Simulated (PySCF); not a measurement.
Computed IR spectrum (relative IR intensity) of a molecule C6H6. Coordinates come from a B3LYP-D3(BJ)/def2-SVP optimisation. The values are those of a single conformer. Computed with B3LYP-D3(BJ)/def2-SVP in PySCF. No scaling factor is applied to the harmonic values.

Lines under 2 % of the strongest are left out, and lines within 2 cm⁻¹ are merged.

| ν (cm⁻¹) | relative intensity |
|---|---|
| 306 | 9.2 |
| 482 | 18 |
| 661 | 38 |
| 697 | 51 |
| 810 | 9.9 |
| 939 | 44 |
| 988 | 10 |
| 1046 | 12 |
| 1303 | 3.2 |
| 1453 | 6.6 |
| 1639 | 4.8 |
| 2200 | 2.4 |
| 3137 | 4.7 |
| 3171 | 14 |
| 3238 | 7.8 |
| 3471 | 100 |

Question: Pick the molecule that these values belong to.
A. C#CCC=C=C
B. C#CC(C)C#C
C. C#CC(=C)C=C
D. C#C/C=C\C=C

Answer: D, C#C/C=C\C=C
